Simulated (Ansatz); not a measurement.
GeHMe2(NHEt) (C4H13GeN), relaxed as a singlet with RKS r2SCAN-D4/def2-SVP in Ansatz, starting from the GFN2-xTB geometry. Force threshold 0.02 eV/Å.

Start:

```
atom    x (Å)    y (Å)    z (Å)
 Ge1   0.6734   0.2458  -0.9318
  H2  -0.2256   1.0651  -1.8366
  C3   2.0337   1.4550  -0.1202
  H4   2.6952   0.8962   0.5374
  H5   1.5568   2.2376   0.4637
  H6   2.6386   1.9267  -0.8877
  C7   1.5042  -1.2660  -1.8906
  H8   2.1101  -0.9087  -2.7177
  H9   0.7445  -1.9327  -2.2866
 H10   2.1468  -1.8373  -1.2259
 N11  -0.4958  -0.4824   0.2608
 C12  -1.3517   0.3275   1.1053
 C13  -2.6168  -0.4341   1.4852
 H14  -0.1717  -1.2992   0.7606
 H15  -0.8404   0.6598   2.0213
 H16  -1.6200   1.2195   0.5324
 H17  -3.1362  -0.7568   0.5869
 H18  -3.2792   0.1989   2.0704
 H19  -2.3658  -1.3147   2.0732
```

(1) Estimate the energy that the relaxation releases and the steps that it takes.

(2) Does the start keep its bonding and symmetry?

(3) Predict the relaxed structure.

Results:

(1) 0.09 eV, in 8 steps; 27 s on 4 threads of Intel Xeon on a shared host. No frequencies were taken in this run, so the end may be a saddle point.

(2) By distances, no bond broke or formed. The bond that changes most is Ge1–C3, from 1.99 to 1.96 Å (atoms count from 1).

(3) 
```xyz
19

Ge    0.665    0.252   -0.985
H    -0.162    1.125   -1.952
C     1.989    1.383   -0.080
H     2.598    0.784    0.615
H     1.495    2.182    0.493
H     2.663    1.855   -0.813
C     1.540   -1.226   -1.904
H     2.229   -0.852   -2.676
H     0.793   -1.875   -2.385
H     2.123   -1.832   -1.192
N    -0.559   -0.505    0.171
C    -1.381    0.338    1.024
C    -2.581   -0.423    1.572
H    -0.194   -1.311    0.680
H    -0.822    0.792    1.874
H    -1.739    1.190    0.416
H    -3.188   -0.829    0.748
H    -3.217    0.225    2.198
H    -2.253   -1.271    2.197
```
Bond lengths: 2 × C–Ge 1.95 to 1.96 Å; 1 × C–N 1.45 Å; 1 × Ge–N 1.85 Å; 1 × C–C 1.52 Å; 11 × C–H 1.10 to 1.11 Å; 1 × Ge–H 1.54 Å; 1 × H–N 1.02 Å.
